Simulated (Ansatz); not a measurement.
C₄H₃F, SMILES C#C/C=C\F.

Coordinates come from a B3LYP-D3(BJ)/def2-SVP optimisation. The structure was generated by enumeration; whether it is a known compound was not checked.

Two levels are set side by side: PBE/def2-SVPD (Ansatz, a first-principles code) and CAM-B3LYP/def2-SVPD (Ansatz). Energy differences of separate SCF runs at the same geometry; the states with an electron removed or added have multiplicity 2 and 2. Differences are taken from unrounded values.

```
quantity                           CAM-B3LYP   PBE  PBE minus CAM-B3LYP
---------------------------------  ---------  ----  -------------------
vertical ionisation energy (eV)         9.43  9.24                -0.19
vertical singlet–triplet gap (eV)       3.49  3.43                -0.06
```

Here PBE gives about what the other level gives.
